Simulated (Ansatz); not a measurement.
F$_{8}$GeSi$_{2}$ (`F[Si](F)(F)[Ge]([F])([F])[Si](F)(F)F`). The species carries charge 0 and has multiplicity 1. The structure was optimised at the PBE0-D4/def2-TZVP level. It is one conformer, not always the lowest.

```xyz
11

F    -1.726   -2.053   -0.911
Si   -2.008   -0.617   -0.333
F    -3.161    0.048   -1.164
F    -2.478   -0.770    1.161
Ge   -0.001    0.684   -0.412
F    -0.398    2.264    0.172
F     0.393    0.908   -2.082
Si    2.009    0.010    0.699
F     2.477   -1.384    0.140
F     3.162    1.054    0.491
F     1.732   -0.144    2.240
```

(1) What is the dipole moment at r2SCAN/def2-TZVPP? (Best estimate.)

(2) And with PBE, B3LYP, ωB97M-V? (An estimate is asked.)

(3) Give the Mulliken charges with r2SCAN, PBE, ωB97M-V in def2-TZVPP. (Best estimate.)

Answers

(1) Computed: 1.31 D, with components (0.00, -1.13, 0.68) D in this frame, pointing from negative to positive charge.

(2) Computed: PBE 1.24 D, B3LYP 1.32 D, ωB97M-V 1.35 D.

(3) The calculation gave: 
| atom | r2SCAN | PBE | ωB97M-V |
| --- | --- | --- | --- |
| F1 | -0.27 | -0.23 | -0.26 |
| Si2 | 0.83 | 0.70 | 0.84 |
| F3 | -0.26 | -0.22 | -0.25 |
| F4 | -0.27 | -0.23 | -0.26 |
| Ge5 | 0.65 | 0.60 | 0.57 |
| F6 | -0.35 | -0.32 | -0.35 |
| F7 | -0.35 | -0.32 | -0.35 |
| Si8 | 0.83 | 0.70 | 0.84 |
| F9 | -0.27 | -0.23 | -0.26 |
| F10 | -0.26 | -0.22 | -0.25 |
| F11 | -0.27 | -0.23 | -0.26 |

B3LYP here is the variant with VWN-RPA as its local correlation; programs differ in this.
